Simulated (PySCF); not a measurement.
**Polarisability and C₆ of Fe (iron, neutral)**

[Ar] 3d6 4s2, high-spin 5D determinant. All numbers are calculated (PySCF 2.14, the non-relativistic Hamiltonian (point nucleus), in aug-cc-pwCVTZ (10s9p7d4f3g, 127 functions)). Coupled (time-dependent) response in atomic units; α is the mean over directions.

```
 method  mean α (bohr³)         α xx, yy, zz  C₆ (like pair)  S(−4)
r2SCAN0           66.34  66.56, 66.56, 65.88           621.2   2375
```

S(−4) is the Cauchy moment in α(ω) = α(0) + S(−4) ω² + …

Reference α: 62 ± 4 bohr³ (recommended; Schwerdtfeger and Nagle, table of static dipole polarizabilities (2023 update)). Published C₆: 482.0 (Chu and Dalgarno (2004); Tang, Norbeck and Certain (1976)).

α(iu) at r2SCAN0:

| u (hartree) | α(iu) (bohr³) |
| --- | --- |
| 0 | 66.34 |
| 0.0500 | 61.05 |
| 0.100 | 49.99 |
| 0.200 | 30.34 |
| 0.300 | 19.27 |
| 0.500 | 9.883 |
| 0.750 | 5.743 |
| 1.00 | 3.940 |
| 1.50 | 2.327 |
| 2.00 | 1.591 |
| 3.00 | 0.9104 |
| 5.00 | 0.4267 |

The components differ because the open shell of this determinant is not spherical; for a pure term their mean is the scalar polarisability.
